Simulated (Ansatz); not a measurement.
Reactions of `O[SiH]1C[Te]1`.

Gas-phase electronic energies from Ansatz, PBE0-D4/def2-TZVP geometries. CCSD(T)/CBS is the MP2 limit (def2-TZVPP, def2-QZVPP) plus CCSD(T) − MP2 in def2-TZVPP, frozen cores. This one scheme is used for every species, atoms too. Functionals use def2-TZVPP. Open shells (•) are unrestricted, without spin–orbit coupling. Spin–orbit coupling would lower the free atoms: a little for C, O, Si; strongly for Te. def2 core potentials past Kr. For Te outer-core shells are correlated without core-valence functions, so the limit isn't a true one: a few kJ/mol of doubt a bond, and 10 to 20 or more in all where bonds break to atoms. One conformer a species, not always the lowest.

```csv
reaction,CCSD(T)/CBS(def2) (eV)
`O[SiH]1C[Te]1` + H₂ → `C1[SiH2][Te]1` + H₂O,0.78
`O[SiH]1C[Te]1` → C• + 4 H• + O• + Si• + Te•,29.16
`O[SiH]1C[Te]1` + HCl → `Cl[SiH]1C[Te]1` + H₂O,?
`O[SiH]1C[Te]1` → `O=C[Te][SiH3]`,1.80
```

(1) Fill in the missing values. (Best estimate.)

Largest T1 diagnostic: 0.016, for `O=C[Te][SiH3]`.

Results:

(1) Computed: `O[SiH]1C[Te]1` + HCl → `Cl[SiH]1C[Te]1` + H₂O: 0.00 eV.
